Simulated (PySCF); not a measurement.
A side-by-side comparison of computed properties.

First species: C3H12N2Si3.
InChI=1S/C3H12N2Si3/c4-2-1-3-8-5(6)7/h1,3,8H2,6-7H3

Second species: C₆H₁₁F₃NP.
SMILES: `CCN(CC)/P=C/C(F)(F)F`

Levels: PBE0/pcSseg-1 for dipole moment, HOMO energy, LUMO energy and HOMO–LUMO gap; GFN2-xTB for rotational constant A and rotational constant C. Geometries: GFN2-xTB. All species are isolated and taken at one optimised geometry, non-relativistic unless stated; the electronic structure was computed with PySCF and density fitting.

Dipoles, sizes and rotational constants follow the conformer. The torsions of the flexible species, by atom-mapped SMILES:
- `[N:1]#[C:2][CH2:3][CH2:4][SiH2:5][N:6]([SiH3:7])[SiH3:8]`: C2–C3–C4–Si5 -66°, C3–C4–Si5–N6 -49°, C4–Si5–N6–Si7 113°
- `[CH3:1][CH2:2][N:3]([CH2:4][CH3:5])/[P:6]=[CH:7]/[C:8]([F:9])([F:10])[F:11]`: C1–C2–N3–C4 71°, C2–N3–C4–C5 -101°, C2–N3–P6–C7 179°, P6–C7–C8–F9 -124°

Values for the first species:

```
Dipole moment         : 3.70 D
HOMO energy           : -7.60 eV
LUMO energy           : -0.28 eV
HOMO–LUMO gap         : 7.32 eV
Rotational constant A : 1.600 GHz
Rotational constant C : 0.662 GHz
```

Estimate the same properties for the second species, and the change in each.

```csv
property,first,second,second less first
dipole moment,3.70 D,5.75 D,+2.05 D
HOMO energy,-7.60 eV,-6.65 eV,+0.95 eV
LUMO energy,-0.28 eV,-1.49 eV,-1.21 eV
HOMO–LUMO gap,7.32 eV,5.16 eV,-2.16 eV
rotational constant A,1.600 GHz,1.862 GHz,+0.262 GHz
rotational constant C,0.662 GHz,0.419 GHz,-0.243 GHz
```

On the first: The dipole equals about 12.4 × 10⁻³⁰ C·m (1 D = 3.33564 × 10⁻³⁰ C·m).

On the second: The dipole matches unit charges of opposite sign 1.20 Å apart (1 e·Å = 4.8032 D). A dipole of 5.75 D is allowed in C1, and pure rotational transitions are dipole-allowed.
